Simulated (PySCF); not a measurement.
Simulated absorption spectrum

C7H5NS.
Geometry (GFN2-xTB, Å), atoms numbered from 1 in this order:
```
atom  x, y, z in Å
S1     4.6696    0.3082    0.2442
C2     3.1454    0.0031    0.2166
N3     2.0273   -0.4174    0.2471
C4     0.6896   -0.2035    0.0992
C5    -0.1807   -1.2706    0.3128
C6    -1.5414   -1.0807    0.1682
C7    -2.0411    0.1624   -0.1856
C8    -1.1733    1.2226   -0.3965
C9     0.1897    1.0500   -0.2579
H10    0.2211   -2.2335    0.5883
H11   -2.2163   -1.9074    0.3323
H12   -3.1049    0.3056   -0.2981
H13   -1.5608    2.1923   -0.6715
H14    0.8752    1.8683   -0.4213
```

Computed with PySCF, TDDFT wB97X-D/def2-SVPD, vertical, gas phase, core orbitals frozen in the response.

Computed states:

```json
{"state": "S1", "E (eV)": "4.44", "f": "0.0000"}
{"state": "S2", "E (eV)": "4.75", "f": "0.237"}
{"state": "S3", "E (eV)": "5.04", "f": "0.0000"}
{"state": "S4", "E (eV)": "5.18", "f": "0.0026"}
{"state": "S5", "E (eV)": "5.92", "f": "0.533"}
{"state": "S6", "E (eV)": "6.49", "f": "0.296"}
{"state": "S7", "E (eV)": "6.72", "f": "0.017"}
{"state": "S8", "E (eV)": "6.75", "f": "1.024"}
```

Broadening: Gaussians 0.5 eV wide at half height, area fixed by f = 4.319×10⁻⁹ ∫ε dν̃. The width is an assumption, not a result. The curve ends short of the highest state used, and states not computed would add to its high-energy end.

(1) Give the broadened spectrum and its maxima.

(2) On this curve, what absorbance would a 10⁻⁵ mol/L sample give at 248 nm over a 1 cm path?

(3) Does any computed singlet lie in the visible range?

(4) Coming from long wavelengths, where does ε first pass 100 L mol⁻¹ cm⁻¹?

Answers

(1) 
```tsv
E (eV)	ε (L mol⁻¹ cm⁻¹)
3.69	0
3.80	1
3.91	5
4.01	29
4.12	154
4.23	626
4.33	1781
4.44	4356
4.55	8147
4.65	11409
4.76	12798
4.87	10998
4.97	7626
5.08	4008
5.19	1740
5.29	998
5.40	1661
5.51	4579
5.61	10024
5.72	18593
5.83	26487
5.93	29239
6.04	26331
6.15	21396
```

Maxima: 261 nm (4.75 eV), ε about 13000, made up of S2 (100%); 209 nm (5.93 eV), ε about 29000, made up of S5 (98%) (ε in L mol⁻¹ cm⁻¹; maxima over ε = 5, shares over 10%).

(2) 248 nm is 4.999 eV, where ε is about 6600 L mol⁻¹ cm⁻¹, so A = ε c l ≈ 0.066 (Beer–Lambert, with the gas-phase spectrum and the assumed width).

(3) No computed singlet lies in the visible range (380 to 750 nm); the lowest, at 279 nm, stands 1.18 eV above its violet end (3.26 eV).

(4) At about 303 nm (4.09 eV), 0.35 eV below S1.

One conformer stands for the species.
